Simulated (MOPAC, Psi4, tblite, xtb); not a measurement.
Approach curve of the dimer C2H2 ··· H4Si (SMILES C#C and [SiH4]). Monomers: optimised at B3LYP-D3(BJ) (def2-TZVP), held rigid. Orientation: lowest of the rigid-body minima from ten starts at GFN2-xTB. Only R, the distance of the centres of mass, is varied, so the lowest point isn't the relaxed dimer.

- GFN2-xTB (tblite)
- GFN1-xTB (xtb)
- PM7, restricted, heats of formation (MOPAC)
- SAPT0/jun-cc-pVDZ, frozen core (Psi4)

Interaction energies in kJ/mol; the last columns give the difference from SAPT0:

| R / Å | GFN2-xTB | GFN1-xTB | PM7 | SAPT0/jun-cc-pVDZ | GFN2-xTB − SAPT0/jun-cc-pVDZ | GFN1-xTB − SAPT0/jun-cc-pVDZ | PM7 − SAPT0/jun-cc-pVDZ |
|---|---|---|---|---|---|---|---|
| 3.98 | 2.76 | -1.68 | 37.56 | 19.17 | -16.41 | -20.86 | 18.39 |
| 4.14 | -2.51 | -4.18 | 26.04 | 11.72 | -14.23 | -15.90 | 14.32 |
| 4.37 | -5.68 | -5.21 | 15.22 | 5.70 | -11.38 | -10.90 | 9.52 |
| 4.55 | -6.27 | -4.93 | 9.73 | 3.21 | -9.48 | -8.14 | 6.51 |
| 4.72 | -6.04 | -4.31 | 6.09 | 1.87 | -7.92 | -6.19 | 4.22 |
| 4.98 | -5.12 | -3.25 | 2.52 | 0.84 | -5.96 | -4.09 | 1.68 |
| 5.24 | -4.11 | -2.34 | 0.59 | 0.40 | -4.51 | -2.74 | 0.19 |
| 5.58 | -2.98 | -1.49 | -0.43 | 0.17 | -3.15 | -1.66 | -0.60 |
| 6.02 | -1.95 | -0.85 | -0.56 | 0.07 | -2.02 | -0.92 | -0.63 |
| 6.79 | -0.95 | -0.35 | -0.26 | 0.03 | -0.98 | -0.37 | -0.29 |
| 7.78 | -0.43 | -0.13 | -0.09 | 0.01 | -0.45 | -0.14 | -0.11 |
| 9.05 | -0.19 | -0.04 | -0.03 | 0.01 | -0.20 | -0.05 | -0.04 |

GFN2-xTB is furthest from SAPT0/jun-cc-pVDZ at 3.98 (-16.41 kJ/mol, below); its mean absolute difference over the points is 6.39 kJ/mol.

GFN1-xTB is furthest from SAPT0/jun-cc-pVDZ at 3.98 (-20.86 kJ/mol, below); its mean absolute difference over the points is 6.00 kJ/mol.

PM7 is furthest from SAPT0/jun-cc-pVDZ at 3.98 (18.39 kJ/mol, above); its mean absolute difference over the points is 4.71 kJ/mol.
